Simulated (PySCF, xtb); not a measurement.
Te(F)(iPr) (C3H7FTe), SMILES CC(C)[Te]F.

Coordinates come from a PBE0-D3(BJ)/def2-SVP optimisation. The structure was generated by enumeration, and PubChem lists no compound with its InChIKey, so it may never have been made. The def2 effective core potentials stand for the cores of Te; spin–orbit coupling is left out. Other conformers were not sampled.

Method: IEF-PCM-ωB97X/def2-SVP (PySCF 2.14.0).

The values are the electrostatic part of the solvation free energy, E(continuum) − E(gas) at the gas-phase geometry, in a cavity of scaled van der Waals radii (PySCF's table); cavitation and dispersion terms are not included. In vacuum the orbital gap is 8.45 eV. The dipole moment in vacuum is 2.99 D.

Task: Estimate the values in water (ε = 78.36), acetonitrile (ε = 35.69), tetrahydrofuran (ε = 7.43). (Estimate from the structure and the level; the computed values follow.)

Result: 
```csv
solvent,ε,ΔG(elec) (kcal/mol),dipole (D),gap (eV)
water,78.36,-4.5,3.90,8.56
acetonitrile,35.69,-4.3,3.88,8.55
tetrahydrofuran,7.43,-3.6,3.72,8.53
```

For comparison, GFN2-xTB/ALPB(water) (xtb, at the GFN2-xTB geometry, all terms of that model) gives -3.8 kcal/mol.
